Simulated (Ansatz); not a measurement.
System: B2O2 (charge +1, doublet). 
Coordinates optimised at B3LYP-D3(BJ)/def2-TZVP (Ansatz, a first-principles code):
```xyz
4

O      0.0000     0.0000    -2.0521
B      0.0000     0.0000    -0.8162
B      0.0000     0.0000     0.8162
O      0.0000     0.0000     2.0521
```
Charge +1, spin multiplicity 2.

Total electronic energies in hartree. Correlated levels leave the core frozen unless marked. Open shells are spin-unrestricted. No spin-orbit coupling. Non-relativistic. CBS(X,Y): correlation extrapolated as X^-3; Hartree-Fock from the larger set. The bracket is a focal-point correction in the basis named. The program attaches cautions to a run behind SCS-MP2/cc-pVDZ: other roots. The program attaches cautions to a run behind CCSD(T)/aug-cc-pVDZ: other roots. The program attaches cautions to a run behind RI-MP2/CBS(aug-cc-pVTZ,aug-cc-pVQZ)+[CCSD(T)-MP2]/aug-cc-pVTZ: other roots.

The UHF reference is spin-contaminated (<S^2> 0.51 over the pure value in the largest basis). The T1 diagnostic of CCSD in the largest basis is 0.068, which is high, so the coupled-cluster rows are less sure than usual.

```
level                                                                 program  energy (Eh)
-------------------------------------------------------------  --------------  -----------
PBE/def2-TZVPD                                                         Ansatz   -199.61147
PBE0-D3(BJ)/def2-TZVPD                                         Ansatz + dftd3   -199.59536
PBE0/def2-TZVP                                                         Ansatz   -199.59317
r2SCAN0-D4/def2-TZVPD                                          Ansatz + dftd4   -199.68688
LC-wPBE/def2-TZVPD                                                     Ansatz   -199.65401
RI-MP2/aug-cc-pVQZ                                                     Ansatz   -199.40110
SCS-MP2/cc-pVDZ                                                        Ansatz   -199.16440
CCSD(T)/aug-cc-pVDZ                                                    Ansatz   -199.27702
RI-MP2/CBS(aug-cc-pVTZ,aug-cc-pVQZ)+[CCSD(T)-MP2]/aug-cc-pVTZ          Ansatz    -199.5123
```

Totals of different functionals don't rank their quality; only differences between species are comparable.
